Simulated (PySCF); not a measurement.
PySCF input (M06-2X/LANL2DZ):

```python
from pyscf import gto, dft

mol = gto.M(
    atom='''
    Hg   -0.00000000   -0.00000000   -1.03539580
    I     0.00000000    0.00000000    1.56286159
    ''',
    basis='lanl2dz',
    ecp='lanl2dz',
    charge=1,
    spin=0,
    verbose=4,
)

mf = dft.RKS(mol, xc='m062x')
mf.grids.level = 4
mf.conv_tol = 1e-9
mf.max_cycle = 100
mf.max_memory = 1500
mf.kernel()
if not mf.converged:
    mf = mf.newton()
    mf.kernel(mf.make_rdm1())
mf.dip_moment()
```

Output:

```
PySCF version 2.14.0

[INPUT] verbose = 4
[INPUT] num. atoms = 2
[INPUT] num. electrons = 18
[INPUT] charge = 1
[INPUT] spin (= nelec alpha-beta = 2S) = 0
[INPUT] symmetry False subgroup None
[INPUT] Mole.unit = angstrom
[INPUT] Symbol           X                Y                Z      unit          X                Y                Z       unit  Magmom
[INPUT]  1 Hg     0.000000000000   0.000000000000  -1.035395800000 AA    0.000000000000   0.000000000000  -1.956614492525 Bohr   0.0
[INPUT]  2 I      0.000000000000   0.000000000000   1.562861590000 AA    0.000000000000   0.000000000000   2.953380375702 Bohr   0.0

nuclear repulsion = 17.1079608542093
number of shells = 10
number of NR pGTOs = 39
number of NR cGTOs = 26
basis = lanl2dz
ecp = lanl2dz

******** <class 'pyscf.dft.rks.RKS'> ********
method = RKS
initial guess = minao
damping factor = 0
level_shift factor = 0
DIIS = <class 'pyscf.scf.diis.CDIIS'>
diis_start_cycle = 1
diis_space = 8
diis_damp = 0
SCF conv_tol = 1e-09
SCF conv_tol_grad = None
SCF max_cycles = 100
direct_scf = True
direct_scf_tol = 1e-13
XC library pyscf.dft.libxc version 7.1.2
    S. Lehtola, C. Steigemann, M. J. T. Oliveira, and M. A. L. Marques,  SoftwareX 7, 1–5 (2018)
XC functionals = m062x
    Y. Zhao and D. G. Truhlar,  Theor. Chem. Acc. 120, 215 (2008)
    Y. Zhao and D. G. Truhlar,  Theor. Chem. Acc. 120, 215 (2008)
radial grids:
    Treutler-Ahlrichs [JCP 102, 346 (1995); DOI:10.1063/1.469408] (M4) radial grids

becke partition: Becke, JCP 88, 2547 (1988); DOI:10.1063/1.454033
pruning grids: <function nwchem_prune>
grids dens level: 4
symmetrized grids: False
atomic radii adjust function: <function treutler_atomic_radii_adjust>
small_rho_cutoff = 0
Set gradient conv threshold to 3.16228e-05
Initial guess from minao.
tot grids = 66048
init E= -47.4440000975651
  HOMO = -0.0998539137555558  LUMO = -0.0121373892189124  gap/eV = 2.38689
cycle= 1 E= -53.3503169944845  delta_E= -5.91  |g|= 1.01  |ddm|= 4.49
  HOMO = -0.599370039604297  LUMO = -0.455902477724795  gap/eV = 3.90395
cycle= 2 E= -53.6275967622981  delta_E= -0.277  |g|= 0.357  |ddm|= 1.79
  HOMO = -0.523796898632139  LUMO = -0.35863283864163  gap/eV = 4.49434
cycle= 3 E= -53.6715688668951  delta_E= -0.044  |g|= 0.0388  |ddm|= 0.521
  HOMO = -0.505575809327297  LUMO = -0.355314513961948  gap/eV = 4.08882
cycle= 4 E= -53.6721993658512  delta_E= -0.00063  |g|= 0.0205  |ddm|= 0.0862
  HOMO = -0.512004419950893  LUMO = -0.354481904596066  gap/eV = 4.28641
cycle= 5 E= -53.6724610788643  delta_E= -0.000262  |g|= 0.00193  |ddm|= 0.0356
  HOMO = -0.511428009525204  LUMO = -0.354344176387168  gap/eV = 4.27447
cycle= 6 E= -53.6724642740487  delta_E= -3.2e-06  |g|= 0.000422  |ddm|= 0.00402
  HOMO = -0.511321766812373  LUMO = -0.354361255266513  gap/eV = 4.27111
cycle= 7 E= -53.6724644528591  delta_E= -1.79e-07  |g|= 6.16e-05  |ddm|= 0.00104
  HOMO = -0.511300991314854  LUMO = -0.354355881788329  gap/eV = 4.27069
cycle= 8 E= -53.6724644573928  delta_E= -4.53e-09  |g|= 9.85e-06  |ddm|= 0.000207
  HOMO = -0.511301002418898  LUMO = -0.354357504406984  gap/eV = 4.27065
cycle= 9 E= -53.6724644575283  delta_E= -1.36e-10  |g|= 1.08e-06  |ddm|= 3.32e-05
  HOMO = -0.511300903349507  LUMO = -0.354357601036498  gap/eV = 4.27064
Extra cycle  E= -53.6724644575297  delta_E= -1.36e-12  |g|= 3.23e-07  |ddm|= 3.26e-06
converged SCF energy = -53.6724644575297

WARN: System has nonzero charge 1; the dipole moment is origin-dependent.
Location of origin: [0. 0. 0.]

Dipole moment(X, Y, Z, Debye):  0.00000,  0.00000, -4.78900
```

The dipole moment of an ion depends on the origin.
